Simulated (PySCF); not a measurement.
GaFBr2, SMILES [Br][Ga]([F])[Br].

Geometry optimised at ωB97X-D3(BJ)/def2-SVP. The structure was generated by enumeration; whether it is a known compound was not checked.

The numbers are results of M06-2X/def2-TZVP in PySCF, not measurements.

Computed frontier levels, gap, dipole moment and polarisability:
```json
{
 "highest_occupied_level": "-10.25 eV",
 "lowest_empty_level": "-1.25 eV",
 "orbital_gap": "9.00 eV",
 "dipole_moment": "0.247 e·Å",
 "quadrupole, principal values (traceless, Buckingham form, about the centre of nuclear charge)": "-7.46, 0.90, 6.56 D·Å",
 "mean_static_polarisability": "61.8 bohr³ (9.16 Å³)",
 "polarisability_principal_values": "45.8, 56.7, 83.0 bohr³"
}
```
